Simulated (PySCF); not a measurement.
Electron correlation in Ne(2+) (neon, charge +2)

[He] 2s2 2p4, high-spin 3P determinant. Calculation: PySCF 2.14, in aug-cc-pVDZ-DK; scalar relativity by spin-free X2C-1e. Frozen: 1s2; 6 electrons correlated.

| level | correlation energy (mhartree) |
| --- | --- |
| CCSD | -111.05 |
| (T) | -0.87 |
| CCSD(T) | -111.92 |
| CCSDT | -112.01 |

Diagnostics: T1 = 0.0036, D1 = 0.0060, largest double amplitude 0.025.

Task: Is a single reference adequate?

Result: Yes: T1 lies below 0.03 and no double amplitude reaches 0.07.
